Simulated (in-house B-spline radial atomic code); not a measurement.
The numbers below are computed, except where a source is named.
**Ca in an electron gas of r_s = 3.3: phase shifts, screening and friction**

A nucleus sits in a uniform electron gas with a rigid positive background. The Kohn-Sham equations are solved self-consistently in the spin-unpolarised LDA (PW92), non-relativistic, on B-splines with outgoing waves at the boundary and partial waves to l = 8. The model has no lattice, no bands and no magnetic solution. Atomic units; δ_l are the phase shifts at the Fermi level, counted so that each bound state adds π, and good to about 0.0005.

The density parameter is r_s = 3.3 bohr.

```tsv
l	δ_l (rad)
0	9.3672
1	6.4543
2	0.5672
3	-0.0176
4	-0.0031
5	0.0000
6	-0.0002
7	0.0000
8	-0.0001
```

Bound levels below the band bottom (hartree): s -143.6, s -14.68, p -11.91, s -1.362, p -0.6929.

Task: Check the Friedel sum rule, and say where the screening charge sits.

Result: k_F = (9π/4)^(1/3)/r_s = 0.58156. The rule is Z = (2/π) Σ (2l + 1) δ_l. The terms are s 5.963, p 12.327, d 1.805, f -0.078 and -0.020 beyond, in all 19.997 against Z = 20. Bound states hold 6 s, 12 p, 0 d electrons, so the scattering states carry 2.00 in all.

Task: Find the transport cross section and the electronic stopping of a 10 keV Ca ion (mass 40.08 u).

Result: σ_tr = (4π/k_F²) Σ (l + 1) sin²(δ_l − δ_(l+1)). The terms for l = 0 to 3 are 0.0514, 0.2977, 0.9142, 0.0008, all together 1.2642, so σ_tr = 37.155 × 1.2642 = 46.971 bohr². With n = 3/(4π r_s³) = 0.006643, the friction coefficient is Q = n k_F σ_tr = 0.1815. For v well below v_F = 0.582, dE/dx = Q v; with 24801 eV per u at v = 1, v = √(10000/(24801 × 40.08)) = 0.1003, so dE/dx = 0.01820 hartree/bohr = 9.36 eV/nm. The largest term couples the d and f waves.
